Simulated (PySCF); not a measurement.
**¹⁹F chemical shifts**

All values are calculated (PySCF 2.14): σ from GIAO-PBE0/pcSseg-1, structure optimised with GFN2-xTB. Equivalent nuclei averaged, one conformer, gas phase, non-relativistic Hamiltonian.

Shieldings were converted by a linear fit to measured shifts: ¹⁹F (scatter 6.0 ppm rms, 7.0 ppm with the 5 outliers that the fit left out vs CFCl3, solution or neat liquid, with a term for F on sp3 carbon). Occasional misses reach two or three times the rms, and more in compound classes unlike the fitted ones.

(1) Give the ¹⁹F shifts of `CC1=C[C@@]12COC[C@@H]2F`, `O=C([SiH2]O)C(F)(F)F`, `FC(F)(F)OCCS`, `FC(F)(F)OCCS`.

(2) Match the shifts -64.9, -78.3, -194.0 ppm to `CC1=C[C@@]12COC[C@@H]2F`, `O=C([SiH2]O)C(F)(F)F`, `CC(C)O[SiH2]C(F)(F)F`.

Answers

(1) 
```csv
compound,environment,δ (ppm)
CC1=C[C@@]12COC[C@@H]2F,fluorine on an sp3 carbon,-194.1
O=C([SiH2]O)C(F)(F)F,fluorine of a CF3 group (×3),-78.4
FC(F)(F)OCCS,fluorine of an OCF3 group (×3),-63.8
FC(F)(F)OCCS,fluorine of an OCF3 group (×3),-63.8
```

(2) -64.9: CC(C)O[SiH2]C(F)(F)F (fluorine of a CF3 group); -78.3: O=C([SiH2]O)C(F)(F)F (fluorine of a CF3 group); -194.0: CC1=C[C@@]12COC[C@@H]2F (fluorine on an sp3 carbon).
